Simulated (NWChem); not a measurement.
Molecule: C2H2BrCl; SMILES C(Cl)(=C)Br

```xyz
6

C     -1.8136     0.8044     0.0000
C     -0.5030     0.5711     0.0000
Cl     0.6706     1.8299     0.0000
Br     0.2110    -1.1713     0.0000
H     -2.5249    -0.0223     0.0000
H     -2.1849     1.8309     0.0000
```
Atoms are numbered in this order, from 1.

Level: PBE0/def2-SVP (NWChem), optimised geometry, unscaled harmonic frequencies. This build's default masses of Se (78.918 u) and Br (79.917 u) are each other's, which moves their modes by up to 0.6 %.

Task: List the harmonic frequencies with IR intensities, and the thermochemistry.

Result: 
| frequency (cm⁻¹) | IR intensity (km/mol) |
|---|---|
| 247 | 0.0 |
| 346 | 0.1 |
| 460 | 6.3 |
| 549 | 13.5 |
| 689 | 0.0 |
| 773 | 72.0 |
| 891 | 43.9 |
| 1080 | 101.1 |
| 1370 | 0.6 |
| 1689 | 72.2 |
| 3191 | 3.8 |
| 3305 | 1.8 |

| Item | Value |
|---|---|
| zero-point energy | 20.8 kcal/mol |
| thermal correction to the enthalpy at 298.15 K (with zero-point energy) | 24.2 kcal/mol |
| heat capacity Cv | 14.3 cal/(mol K) |
| entropy at 298.15 K and 1 atm (symmetry number 1) | 72.8 cal/(mol K) |
| dipole moment | 1.21 D |

Rigid rotor and harmonic oscillator.
